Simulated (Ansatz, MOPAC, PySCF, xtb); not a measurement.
Dimer: NH3 (SMILES N) (first 4 atoms) with C2H6O (SMILES COC); geometry from B3LYP-D3(BJ)/def2-TZVP, rigid monomers moved along the line of their centres of mass till H4···O6 is 1.97 Å.
(charge 0, multiplicity 1):
```tsv
atom	x (Å)	y (Å)	z (Å)
N	0.4980	-0.0204	0.1666
H	-0.0370	0.5695	-0.4604
H	0.6913	-0.8832	-0.3290
H	-0.0986	-0.2479	0.9576
C	-0.3103	1.1609	3.0957
O	-0.4353	-0.2350	2.9023
C	0.7309	-0.9341	3.2929
H	0.5100	1.5703	2.4949
H	-0.1321	1.3981	4.1519
H	-1.2485	1.6170	2.7829
H	1.5973	-0.6180	2.7004
H	0.5459	-1.9939	3.1234
H	0.9486	-0.7748	4.3563
```

Interaction energies are E(AB) − E(A) − E(B) at the monomers' geometry in the complex; basis-set methods are counterpoise corrected. Rows marked so take none.

Cores are frozen in the correlated methods. Rows in 3-21G, 6-31G*, STO-3G carry no dispersion term and start afresh at each structure (6-31G* with six Cartesian d functions). MP2/6-31G* freezes PySCF's default core. The state that AM1 reach isn't checked.

Codes used: Ansatz (Gaussian orbitals); MOPAC for AM1 (differences of heats of formation); PySCF for 3-21G rows, 6-31G* rows, STO-3G rows, the dispersion terms; xtb for the GFN methods. 

| level | interaction energy (meV) |
|---|---|
| AM1 | -41.8 |
| GFN1-xTB | -50.9 |
| HF/STO-3G (no counterpoise) | -67.8 |
| PBE/def2-TZVPPD | -62.6 |
| PBE-D4/def2-TZVPPD | -121.4 |
| r2SCAN-D4/def2-TZVPPD | -128.7 |
| B3LYP/3-21G (no counterpoise) | -341.7 |
| MP2/6-31G* (no counterpoise) | … |
| CCSD(T)/aug-cc-pVDZ | … |

Problem. Complete the blanks.

Solution. 
- MP2/6-31G* (no counterpoise), interaction energy (meV): -180.0
- CCSD(T)/aug-cc-pVDZ, interaction energy (meV): -87.1

Ansatz is a quantum-chemistry and plane-wave program.
